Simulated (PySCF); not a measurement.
## Magnetisability: [C$_{7}$H$_{10}$B]+, charge +1

Cartesian coordinates in Å; atom numbers follow the order of the lines, from 1:
```xyz
18

B    -2.9904   -0.4580    0.6207
C    -2.1275    0.7976    0.7566
C    -0.9922    1.2064    0.1521
C    -0.3556    0.4206   -0.8649
C     0.7597    0.9030   -1.6813
C     1.2281    0.0394   -0.5741
C     1.9032   -0.6124    0.2150
C     2.6492   -1.3696    1.1520
H    -2.8135   -1.3599    1.3395
H    -3.8451   -0.4964   -0.1719
H    -2.5555    1.4893    1.4812
H    -0.5296    2.1529    0.4012
H    -0.8850   -0.4725   -1.1806
H     1.0572    1.9410   -1.5878
H     0.9116    0.4817   -2.6670
H     2.6875   -2.4218    0.8712
H     2.2214   -1.2612    2.1510
H     3.6677   -0.9738    1.1954
```

Total charge +1.

Level of theory: PySCF 2.14.0, GIAO PBE0/pcSseg-1 magnetisability, rotational g tensor and spin-rotation constants, non-relativistic, gas phase. Geometry: GFN2-xTB.

The bonding changed while the geometry was optimised; results refer to the coordinates, not to the name. For an ion the centre-of-mass motion in the field is neglected.

Task: How diamagnetic is it, and how anisotropic?

Result: Isotropic -1026 × 10⁻³⁰ J/T², or -61.8 × 10⁻⁶ cm³/mol; principal values -1157, -1096, -826 × 10⁻³⁰ J/T², anisotropy 305 × 10⁻³⁰ J/T² (root of half the summed squared differences of the principal values). The susceptibility is in cgs units.

Task: Split it along the inertial axes a, b, c into diamagnetic and paramagnetic parts about the centre of mass, with the quadrupole moment.

Result: 
| axis | χ (10⁻⁶ cm³/mol) | diamagnetic (10⁻⁶ cm³/mol) | paramagnetic (10⁻⁶ cm³/mol) | summed x² of all electrons (Å²) | quadrupole Θ (D Å) |
| --- | --- | --- | --- | --- | --- |
| a | -66.3 | -498.7 | 432.4 | 228.9 | +17.58 |
| b | -62.3 | -1099.8 | 1037.5 | 87.2 | -3.19 |
| c | -56.8 | -1341.3 | 1284.5 | 30.3 | -14.39 |

Anisotropies 2χaa − χbb − χcc = -13.4 and 2χbb − χaa − χcc = -1.6 × 10⁻⁶ cm³/mol. Θ is traceless in Buckingham's convention.

Task: And the rotational g tensor?

Result: 
```
axis  rotational constant (GHz)        g  nuclear part  electronic part
   a                     3.0960  -0.0030        0.6259          -0.6289
   b                     1.1799  +0.0034        0.5786          -0.5751
   c                     0.9532  +0.0033        0.5785          -0.5752
```
Asymmetric top; isotopes 11B, 12C, 1H; no vibrational averaging.
